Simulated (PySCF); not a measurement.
Field gradients from PBE0/pcSseg-1 densities (PySCF, non-relativistic) at PBE0-D3(BJ)/def2-SVP geometries, isolated species, one conformer each; χzz is the principal value of largest magnitude, with Q(14N) = 0.02044 b. With so small a basis the couplings can be 20 % off.

Question: Rank these 14N sites by the size of the quadrupole coupling, smallest first.
A. The cyano nitrogen of `N#C[Si@@H](/C=C/[SiH3])C1CC1`
B. The nitrogen bridging silicon atoms of `CC#CC#CCN([SiH3])[SiH3]`
C. The pyrrole-type nitrogen of `c1ccn(C2[SiH2]C[SiH2]2)c1`
D. The nitrogen bridging silicon atoms of `[SiH3]N([SiH3])c1ccccc1`
E. The silicon-bound nitrogen of `N[Si@@H]([SiH3])c1ccccc1`

Answer: C (3.039 MHz), D (3.567 MHz), B (4.268 MHz), E (4.549 MHz), A (5.433 MHz).

All sites together:

```tsv
nucleus	site	Vzz (au)	η	χzz (MHz)
14N	the cyano nitrogen of N#C[Si@@H](/C=C/[SiH3])C1CC1	-1.131	0.01	-5.433
14N	the nitrogen bridging silicon atoms of [SiH3]N([SiH3])c1ccccc1	-0.743	0.56	-3.567
14N	the pyrrole-type nitrogen of c1ccn(C2[SiH2]C[SiH2]2)c1	-0.633	0.33	-3.039
14N	the nitrogen bridging silicon atoms of CC#CC#CCN([SiH3])[SiH3]	-0.889	0.63	-4.268
14N	the silicon-bound nitrogen of N[Si@@H]([SiH3])c1ccccc1	-0.947	0.28	-4.549
```
